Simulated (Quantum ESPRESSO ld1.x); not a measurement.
The numbers below are computed, except where a source is named.
Problem. The mean radii <r> (bohr) of the occupied orbitals of an atom or ion are listed with their occupations. Level of theory: Dirac Kohn-Sham, BLYP, spin-unpolarised, spherical densities, point nucleus (ld1.x of Quantum ESPRESSO 7.5).

orbital  occ.      <r>
1s1/2       2  0.01604
2s1/2       2  0.06689
2p1/2       2  0.05487
2p3/2       4  0.06379
3s1/2       2   0.1739
3p1/2       2   0.1644
3p3/2       4   0.1807
3d3/2       4   0.1570
3d5/2       6   0.1619
4s1/2       2   0.3840
4p1/2       2   0.3853
4p3/2       4   0.4198
4d3/2       4   0.4246
4d5/2       6   0.4357
5s1/2       2   0.8533
4f5/2       6   0.4507
4f7/2       8   0.4570
5p1/2       2   0.9110
5p3/2       4    1.001
5d3/2       4    1.240
5d5/2       6    1.280

Name the element and its charge. Open shells, if any, fill j = l - 1/2 first.

Solution. Z = 82, lead, charge +4: Pb4+ in [Xe] 4f14 5d10. The 1s radius gives Z: for a bare nucleus <r> = (2 gamma + 1)/(2Z) with gamma = sqrt(1 - (Z/c)^2), 0.01587 bohr for Z = 82, and screening makes it slightly larger (0.01604 here). The occupations add up to 78, and the charge is Z minus that.
